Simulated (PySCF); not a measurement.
# N: excitation energy

N [He] 2s2 2p3 (4S) → N [He] 2s1 2p4 (4P), as a difference of total energies. Computed with PySCF 2.14 in aug-cc-pCVTZ-DK (7s6p4d2f, 59 functions), with scalar relativity by spin-free X2C-1e. Correlated levels: valence: 1s2 frozen. The calculations carry no spin-orbit coupling.

| method | excitation energy (eV) |
| --- | --- |
| UHF | 10.912 |
| MP2 (valence) | 11.071 |
| SCS-MP2 (valence) | 11.089 |
| CCSD (valence) | 10.907 |
| CCSD(T) (valence) | 10.843 |

Question: How much does correlation contribute at CCSD(T) (valence)?

Answer: 10.843 − (10.912) = -0.069 eV, measured against UHF.

Errors of the correlated levels include the incompleteness of this basis and the frozen core.

The coupled-cluster amplitudes are large for the upper state (T1 above 0.03 or a double amplitude above 0.15), so a single reference is strained.

For comparison: 10.927 eV (measured; NIST levels, between the centres of gravity of the two terms).
